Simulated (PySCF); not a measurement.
C4H4F2, SMILES F/C=C\C(F)=C. Atoms are numbered in the order given.

```xyz
10

C      0.3496    -2.2532     0.0000
C      0.0169    -0.9436     0.0000
F     -1.2858    -0.5915     0.0000
C      0.9589     0.1648     0.0000
C      0.6831     1.4875     0.0000
F     -0.5493     2.0011     0.0000
H     -0.4316    -3.0249     0.0000
H      1.4048    -2.5549     0.0000
H      2.0253    -0.1042     0.0000
H      1.4664     2.2641     0.0000
```

Coordinates come from a PBE-D3(BJ)/def2-SVP optimisation. The structure was generated by enumeration; whether it is a known compound was not checked. The values are those of a single conformer.

Calculation: PBE-D3(BJ)/def2-SVP in PySCF.

Harmonic, unscaled wavenumbers; measured fundamentals usually lie a few per cent lower.

Computed harmonic wavenumbers and intensities:
| mode | ν (cm⁻¹) | IR (km/mol) | moving atoms (share of kinetic energy) |
|---|---|---|---|
| 1 | 82 | 0.1 | F 49 %, C 37 %, H 13 % |
| 2 | 176 | 0.4 | F 82 %, C 13 % |
| 3 | 329 | 7.0 | C 61 %, H 31 % |
| 4 | 347 | 0.4 | F 44 %, C 40 %, H 16 % |
| 5 | 448 | 8.8 | C 41 %, F 35 %, H 24 % |
| 6 | 637 | 2.7 | C 60 %, H 37 % |
| 7 | 695 | 0.1 | H 73 %, C 22 % |
| 8 | 763 | 1.2 | C 78 %, H 13 %, F 9 % |
| 9 | 773 | 10.9 | H 74 %, C 25 % |
| 10 | 802 | 63.8 | H 65 %, C 35 % |
| 11 | 858 | 15.5 | C 58 %, F 23 %, H 19 % |
| 12 | 896 | 0.1 | H 78 %, C 22 % |
| 13 | 926 | 20.7 | H 45 %, F 28 %, C 27 % |
| 14 | 1042 | 43.2 | H 46 %, C 29 %, F 24 % |
| 15 | 1243 | 72.5 | H 65 %, C 20 %, F 15 % |
| 16 | 1282 | 39.0 | H 53 %, C 43 % |
| 17 | 1336 | 17.7 | H 72 %, C 24 % |
| 18 | 1405 | 92.2 | C 56 %, H 41 % |
| 19 | 1632 | 2.3 | C 91 %, H 8 % |
| 20 | 1699 | 151.1 | C 93 % |
| 21 | 3114 | 2.7 | H 94 % |
| 22 | 3117 | 5.0 | H 92 %, C 8 % |
| 23 | 3145 | 2.0 | H 91 %, C 9 % |
| 24 | 3224 | 0.4 | H 89 %, C 11 % |
